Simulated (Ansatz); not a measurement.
Calculated with Ansatz (gas phase, PBE0-D4/def2-TZVP geometries, no zero-point term in ΔE). CCSD(T)/CBS adds triple-zeta CCSD(T) − MP2 to the extrapolated MP2 energy (def2 sets, frozen cores). This one scheme is used for every species. Functionals use def2-TZVPP. Each species was taken in one conformer, which may not be the lowest.

Reaction (formal exchange of groups at the Al–C bond): `C[CH](C)[AlH][OH]` + BH₃ → `[BH2][AlH][OH]` + `CCC`

CCSD(T)/CBS gives +1.0 kcal/mol.

Another level gave +0.5 kcal/mol. Which?
A. MP2/def2-TZVPP
B. ωB97X-V/def2-TZVPP
C. ωB97M-V/def2-TZVPP
D. PBE/def2-TZVPP

B. ωB97X-V 0.5, PBE -1.3, ωB97M-V 2.0, MP2/def2-TZVPP 3.1 kcal/mol.

What do rigid-rotor, harmonic-oscillator terms from PBE0-D4/def2-TZVP frequencies (298.15 K, 1 bar) make of the CCSD(T)/CBS value? (Best estimate.)

The calculation gave: ΔZPE = +2.3 kcal/mol, ΔH = +2.7 kcal/mol, ΔS = 10 J/(mol·K), ΔG = +2.0 kcal/mol. Modes under 50 cm⁻¹ make the entropy rough.

Largest T1 diagnostic among the species: 0.012.

In def2-TZVPP, CCSD(T) changes the Hartree–Fock value by +2.3 kcal/mol (the triples alone add +0.6 kcal/mol) and MP2 by +4.5 kcal/mol. Leaving LDA and LC-ωPBE aside and taking each functional with its dispersion term where it has one, the values, not all of them listed here, spread over 2.2 kcal/mol, from B97M-V to ωB97M-V. LDA lies +1.3 kcal/mol from PBE without D4.
